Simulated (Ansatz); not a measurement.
Ansatz results at the PBE0-D4/def2-TZVP geometry: size of the dipole moment (PBE/def2-TZVPP) 0.79 D; HOMO–LUMO gap (B3LYP/def2-TZVPP) 5.26 eV; HOMO energy (PBE0/def2-TZVPP) -6.14 eV.

Each molecule was computed in one conformer, which needn't be the lowest.

Question: Which molecule gave them?
A. `C=C[CH2][GaH][Cl]`
B. `C[NH][GaH2]`
C. `CC[N](C)[GaH][CH3]`
D. `[OH][Ga]([OH])[Br]`

Answer: C. The others give `C=C[CH2][GaH][Cl]`: 2.43, 5.24, -7.06; `C[NH][GaH2]`: 1.19, 5.53, -6.73; `[OH][Ga]([OH])[Br]`: 1.45, 6.79, -8.72.

B3LYP here is the variant with VWN-RPA as its local correlation; programs differ in this.
